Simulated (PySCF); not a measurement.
**V: ionisation energy**

V [Ar] 3d3 4s2 (4F) → V⁺ [Ar] 3d4 (5D), as a difference of total energies. Computed with PySCF 2.14 in ANO-RCC-VTZP (6s5p3d2f1g, 59 functions), with scalar relativity by spin-free X2C-1e. Correlated levels: valence and next inner shell: [Ne] frozen. The calculations carry no spin-orbit coupling.

```
                                method  ionisation energy (eV)
                                   UHF                   6.186
    MP2 (valence and next inner shell)                   6.288
SCS-MP2 (valence and next inner shell)                   6.739
   CCSD (valence and next inner shell)                   6.684
CCSD(T) (valence and next inner shell)                   6.768
```

Problem. How much does correlation contribute at CCSD(T) (valence and next inner shell)?

Solution. 6.768 − (6.186) = 0.582 eV, measured against UHF.

Errors of the correlated levels include the incompleteness of this basis and the frozen core.

For comparison: 6.732 eV (measured; NIST levels, between the centres of gravity of the two terms).
